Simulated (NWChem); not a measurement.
The numbers come from NWChem runs, not from measurements. System: H6AlN, charge 1, spin multiplicity 2, at the geometry of a parent with another charge or spin, in a state set for the comparison that need not be this species' ground state. Its SCF solution wasn't tested for a lower state.

Job file:

```
start mol
memory heap 200 mb stack 900 mb global 1100 mb
charge 1
geometry units angstroms nocenter noautoz noautosym
  Al    -0.523630    -0.625593     0.000000
  H     -1.295526    -0.315130     1.370251
  H     -1.295526    -0.315130    -1.370251
  H      0.524266    -1.838703     0.000000
  N      0.814627     0.973185     0.000000
  H      1.421927     0.957979    -0.823682
  H      1.421927     0.957979     0.823682
  H      0.327739     1.873428     0.000000
end
basis spherical
  * library 6-31+g*
end
dft
  xc xpbe96 cpbe96
  odft
  mult 2
  semidirect memsize 60000000 filesize 0
  iterations 100
end
task dft energy
```

The output up to the point where the run's verdict is printed (cleaned and shortened):

```
             Northwest Computational Chemistry Package (NWChem) 7.3.0
             --------------------------------------------------------

                                NWChem Input Module
                                -------------------

 Scaling coordinates for geometry "geometry" by  1.889725989
 (inverse scale =  0.529177249)

                             Geometry "geometry" -> ""
                             -------------------------

 Output coordinates in angstroms (scale by  1.889725989 to convert to a.u.)

  No.       Tag          Charge          X              Y              Z
 ---- ---------------- ---------- -------------- -------------- --------------
    1 Al                  13.0000    -0.52363000    -0.62559300     0.00000000
    2 H                    1.0000    -1.29552600    -0.31513000     1.37025100
    3 H                    1.0000    -1.29552600    -0.31513000    -1.37025100
    4 H                    1.0000     0.52426600    -1.83870300     0.00000000
    5 N                    7.0000     0.81462700     0.97318500     0.00000000
    6 H                    1.0000     1.42192700     0.95797900    -0.82368200
    7 H                    1.0000     1.42192700     0.95797900     0.82368200
    8 H                    1.0000     0.32773900     1.87342800     0.00000000

 Effective nuclear repulsion energy (a.u.)      61.5874473954

            Nuclear Dipole moment (a.u.)
            ----------------------------
        X                 Y               Z
 ---------------- ---------------- ----------------
     0.0000113384     0.0000170075     0.0000000000


 Summary of "ao basis" -> "" (spherical)
 ------------------------------------------------------------------------------
       Tag                 Description            Shells   Functions and Types
 ---------------- ------------------------------  ------  ---------------------
 *                          6-31+g*                   on all atoms

  pbe96 is a nonlocal functional; adding pw91lda local functional.

                                 NWChem DFT Module
                                 -----------------
[...]
 d= 0,ls=0.5,diis    75   -300.1990411036  2.02D-05  2.67D-05  7.25D-05    18.8
                                                     1.55D-05  6.27D-05
 d= 0,ls=0.5,diis    76   -300.1990445703 -3.47D-06  9.42D-06  7.11D-05    19.1
                                                     1.67D-05  6.20D-05
 d= 0,ls=0.5,diis    77   -300.1990549927 -1.04D-05  2.32D-05  6.40D-05    19.3
                                                     2.53D-05  5.73D-05
 d= 0,ls=0.5,diis    78   -300.1990761820 -2.12D-05  5.13D-06  4.66D-05    19.6
                                                     1.96D-05  4.59D-05
 d= 0,ls=0.5,diis    79   -300.1990845389 -8.36D-06  6.56D-05  4.46D-05    19.8
                                                     2.39D-05  4.37D-05
 d= 0,ls=0.5,diis    80   -300.1990606698  2.39D-05  1.75D-05  7.69D-05    20.1
                                                     2.18D-05  6.20D-05
 d= 0,ls=0.5,diis    81   -300.1990759898 -1.53D-05  4.25D-05  6.22D-05    20.3
                                                     1.56D-05  5.27D-05
 d= 0,ls=0.5,diis    82   -300.1990600011  1.60D-05  2.47D-05  8.38D-05    20.5
                                                     9.00D-06  6.49D-05
 d= 0,ls=0.5,diis    83   -300.1990542380  5.76D-06  9.97D-06  9.13D-05    20.8
                                                     6.61D-06  6.93D-05
 d= 0,ls=0.5,diis    84   -300.1990558532 -1.62D-06  2.57D-05  9.04D-05    21.0
                                                     1.78D-05  6.86D-05
 d= 0,ls=0.5,diis    85   -300.1990758247 -2.00D-05  1.96D-05  7.01D-05    21.3
                                                     1.72D-05  5.66D-05
 d= 0,ls=0.5,diis    86   -300.1990904056 -1.46D-05  1.11D-05  5.82D-05    21.5
                                                     1.63D-05  4.88D-05
 d= 0,ls=0.5,diis    87   -300.1991011192 -1.07D-05  2.08D-05  5.11D-05    21.8
                                                     2.20D-05  4.38D-05
 d= 0,ls=0.5,diis    88   -300.1991167207 -1.56D-05  1.43D-05  3.91D-05    22.0
                                                     2.03D-05  3.59D-05
 d= 0,ls=0.5,diis    89   -300.1991275331 -1.08D-05  2.18D-05  3.27D-05    22.3
                                                     2.58D-05  3.12D-05
 d= 0,ls=0.5,diis    90   -300.1991431641 -1.56D-05  4.01D-05  2.16D-05    22.5
                                                     1.82D-05  2.33D-05
 d= 0,ls=0.5,diis    91   -300.1991363907  6.77D-06  1.56D-05  3.43D-05    22.8
                                                     1.40D-05  3.04D-05
 d= 0,ls=0.5,diis    92   -300.1991396888 -3.30D-06  4.19D-06  3.38D-05    23.0
                                                     1.55D-05  2.98D-05
 d= 0,ls=0.5,diis    93   -300.1991466673 -6.98D-06  2.47D-05  2.95D-05    23.3
                                                     1.28D-05  2.69D-05
 d= 0,ls=0.5,diis    94   -300.1991434519  3.22D-06  4.06D-05  3.64D-05    23.5
                                                     1.57D-05  3.07D-05
 d= 0,ls=0.5,diis    95   -300.1991320165  1.14D-05  1.81D-05  5.11D-05    23.7
                                                     7.95D-06  3.92D-05
 d= 0,ls=0.5,diis    96   -300.1991301131  1.90D-06  2.04D-05  5.36D-05    24.0
                                                     1.46D-05  4.07D-05
 d= 0,ls=0.5,diis    97   -300.1991426793 -1.26D-05  4.47D-06  4.04D-05    24.2
                                                     8.48D-06  3.31D-05
 d= 0,ls=0.5,diis    98   -300.1991445135 -1.83D-06  5.27D-06  4.09D-05    24.5
                                                     7.63D-06  3.31D-05
 d= 0,ls=0.5,diis    99   -300.1991459111 -1.40D-06  4.08D-05  4.12D-05    24.7
                                                     2.67D-05  3.31D-05
 d= 0,ls=0.5,diis   100   -300.1991654977 -1.96D-05  2.62D-05  2.22D-05    25.0
                                                     2.24D-05  2.13D-05
```

The run did not converge; its last values are not results. The next line reads: Calculation failed to converge. NWChem stopped with the message: dft energy failed.
